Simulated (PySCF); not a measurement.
## Energy of Mo (molybdenum, neutral) between two integer charges

The 5s alpha orbital of [Kr] 4d5 5s1 is emptied in steps (occupation f), with all orbitals relaxed, ending at [Kr] 4d5. Calculation: PySCF 2.14, in def2-TZVPPD with the def2 core potential (28 electrons) (6s4p3d2f1g, 56 functions); a scalar-relativistic core potential. The exact energy is a straight line in f; departures are measured from the line between the end points of the same method.

```
   f  B3LYP (eV)
   1       0.000
0.75      -0.430
 0.5      -0.576
0.25      -0.434
   0       0.000
```

```json
{"method": "B3LYP", "E(f=0) − E(f=1) (eV)": "7.279", "−ε at f=1 (eV)": "4.995", "−ε at f=0.5 (eV)": "7.270"}
```

Orbital energy along the path (eV):

```csv
f,B3LYP
1,-4.995
0.75,-6.123
0.5,-7.270
0.25,-8.430
0,-9.596
```

Reference removal energy between the ground levels: 7.092 eV (measured; NIST Atomic Spectra Database, ionization energies).
